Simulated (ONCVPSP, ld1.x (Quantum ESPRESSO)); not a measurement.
## Potentials for antimony (Sb) compared

Generated with ld1.x 7.5 (TM, RRKJ, ultrasoft, PAW), atompaw 4.2 or ONCVPSP 4.0.1. The cutoff is in Ry: for ld1.x and atompaw files where the sum of valence levels is converged to 10 mRy in a Bessel basis, for ONCV files where the hardest occupied wave has 1 mHa per electron of residual kinetic energy. The error is the largest all-electron minus pseudo excitation energy over each file’s own four to seven test configurations (ionisations up to +4, promotions, holes and added fractions of an electron), all of which were solved. The labels leave out finer settings (local radius, basis sizes, second energies), which also bear on the numbers. Spin-polarised tests are not counted. The rows are a selection from randomly drawn settings: files with unsolved tests, undetermined cutoffs or missed reference levels are left out.

A true bound ghost makes a file unfit for plane-wave use even where its test errors are small: the radial tests pick states by their node count and pass the ghost by.

```csv
potential,cutoff (Ry),largest error (meV),bound ghosts
"TM, LDA (PZ), fully relativistic, rc 1.65/2.25 (sp), local s, core correction yes, reference 5s2 5p1",30,-229,none
"ONCV, PBE, scalar-relativistic, rc 1.65/2.40/1.00 (spd), local smoothed, core correction yes, reference 4d10 5s1.75 5p3.25, qcut 4.1/3/10.2, projectors 2/3/2",93,-229,s
"ONCV, PBE, scalar-relativistic, rc 1.25/1.20/1.20 (spd), local d, core correction no, reference 4s2 4p6 4d10 5s2 5p2, qcut 9.6/8.8/12.7, projectors 2/2/0",100,-9.1,none
```

Problem. Fill in the row for Sb: PAW, PBEsol, scalar-relativistic, rc 2.00/2.15/2.20 (spd), local smoothed, core correction yes, reference 5s1 5p4.

Solution. cutoff 8 Ry, largest error -21 meV, bound ghosts: none.

Problem. Fill in the row for Sb: ONCV, PBE, non-relativistic, rc 1.50/1.30/1.20 (spd), local smoothed, core correction yes, reference 4s2 4p6 4d10 5s2 5p3, qcut 9.1/11/12.5, projectors 2/2/2.

Solution. cutoff 100 Ry, largest error -1.8 meV, bound ghosts: none.
